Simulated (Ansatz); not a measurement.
A run on C₂H₇AlSi (`[CH3][Al]1[CH2][SiH2]1`) with other settings.

```yaml
crystal:
  periodic: [false, false, false]
  atoms:
    - {symbol: C, position_ang: [-1.209398, 1.974846, -0.397821]}
    - {symbol: Al, position_ang: [-0.119065, 0.374357, -0.215297]}
    - {symbol: C, position_ang: [0.226706, -1.124852, 0.982478]}
    - {symbol: Si, position_ang: [1.363764, -1.391938, -0.550182]}
    - {symbol: H, position_ang: [-2.263332, 1.698599, -0.504377]}
    - {symbol: H, position_ang: [-1.128715, 2.591920, 0.502461]}
    - {symbol: H, position_ang: [-0.925039, 2.581238, -1.259360]}
    - {symbol: H, position_ang: [0.819225, -0.753773, 1.830852]}
    - {symbol: H, position_ang: [-0.417554, -1.931076, 1.330946]}
    - {symbol: H, position_ang: [2.825248, -1.549325, -0.304742]}
    - {symbol: H, position_ang: [0.893458, -2.527194, -1.394258]}
basis:
  gaussian: {orbitals: def2-TZVPP}
hamiltonian: {xc: {name: B2PLYP}, pseudopotentials: {relativity: none}}
accuracy: high
output: {forces: true}
```

```sh
$ ansatz run in.yaml --threads 2 --pin off --events-out ev --progress --plain --max-ram 4352MiB
```

Shortened log:

```
Functional definition: B2PLYP
4292 factors; integrals over basis functions are off by at most 3.1e-8 eV
mean field evaluation 1: about -16640.5389 eV, gradient 6.0e1 eV
mean field evaluation 2: about -16640.6575 eV, gradient 6.0e1 eV
mean field evaluation 4: about -16649.0663 eV, gradient 5.2e0 eV
mean field evaluation 8: about -16649.1531 eV, gradient 3.8e-1 eV
mean field evaluation 16: about -16649.1536 eV, gradient 1.8e-4 eV
mean field -16649.15363517 eV, -611.8451108910 hartree, gradient 8.9e-8 eV, S^2 0.000000; 0 other end points of the search recorded, 0 dependent functions left out
12 core orbitals not correlated: weight in the atoms' cores, before any rotation towards them, 1.000 or more for the frozen orbitals, at most 0.000 for the correlated occupied ones
reference -16649.15366641 eV, -611.8451120389 hartree; 11, 11 occupied and 221, 221 virtual orbitals, 4292 factors
second order -18.37595055 eV of doubles, -0.00000000 eV of singles
Total energy: -16654.11517306 eV, -612.0274440452 hartree
Atom 0 at    -1.209398     1.974846    -0.397821 Å, force    -0.086231     0.127004    -0.020127 eV/Å
Atom 1 at    -0.119065     0.374357    -0.215297 Å, force    -0.011403     0.031477    -0.005192 eV/Å
Atom 2 at     0.226706    -1.124852     0.982478 Å, force    -0.035220    -0.082285     0.187177 eV/Å
Atom 3 at     1.363764    -1.391938    -0.550182 Å, force     0.180200    -0.180742    -0.131080 eV/Å
Atom 4 at    -2.263332     1.698599    -0.504377 Å, force     0.088021     0.036445     0.006620 eV/Å
Atom 5 at    -1.128715     2.591920     0.502461 Å, force    -0.012502    -0.044637    -0.083976 eV/Å
Atom 6 at    -0.925039     2.581238    -1.259360 Å, force    -0.038515    -0.042649     0.082094 eV/Å
Atom 7 at     0.819225    -0.753773     1.830852 Å, force    -0.052960    -0.028686    -0.060667 eV/Å
Atom 8 at    -0.417554    -1.931076     1.330946 Å, force     0.057476     0.073242    -0.028457 eV/Å
Atom 9 at     2.825248    -1.549325    -0.304742 Å, force    -0.143170     0.008088    -0.028097 eV/Å
Atom 10 at     0.893458    -2.527194    -1.394258 Å, force     0.054304     0.102744     0.081704 eV/Å
Dipole moment:    -0.254444     0.330875     0.061371 e Å
```

Run time 96 s (2 threads of an Arm Neoverse V1 on a shared host); peak host memory 1.6 GiB.
